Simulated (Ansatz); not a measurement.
Spectroscopic constants of ZrC, multiplicity 3 (lowest of 2S+1 = 1, 3, 5, 7 at CCSD(T)/def2-TZVPP on PBE0 minima; our sources give no spin for the ground state, which may be another). No spin–orbit coupling. The T1 diagnostic near the minimum is 0.054, so single-reference values are doubtful.

Seven points along R, fitted to fifth degree in 1/R; most abundant isotopes. Runs in def2 and cc sets follow the lowest solution found near the PBE0 minimum.

Codes used: Ansatz (a quantum-chemistry and plane-wave program) with Gaussian orbitals. Values without a source in brackets are computed. In def2 rows elements past Kr take small-core potentials, without spin–orbit coupling.

```
level                 r_e (Å)  ω_e (cm⁻¹)  α_e (cm⁻¹)  ω_e x_e (cm⁻¹)  dipole (D)
--------------------  -------  ----------  ----------  --------------  ----------
SVWN5/def2-TZVPP        1.787         948      0.0023             3.2        3.82
PBE/def2-TZVPP          1.800         926      0.0024             3.3        3.75
r2SCAN/def2-TZVPP       1.790         952      0.0023             3.3        3.77
B97M-V/def2-TZVPP       1.791         945      0.0023             3.3        3.91
B3LYP/def2-TZVPP        1.795         938      0.0023             3.2        3.99
PBE0/def2-TZVPP         1.779         969      0.0022             3.1        3.85
CAM-B3LYP/def2-TZVPP    1.777         974      0.0021             3.1        4.11
wB97X-V/def2-TZVPP      1.769         992      0.0021             3.1        3.96
wB97M-V/def2-TZVPP      1.773         980      0.0022             3.4        3.71
```
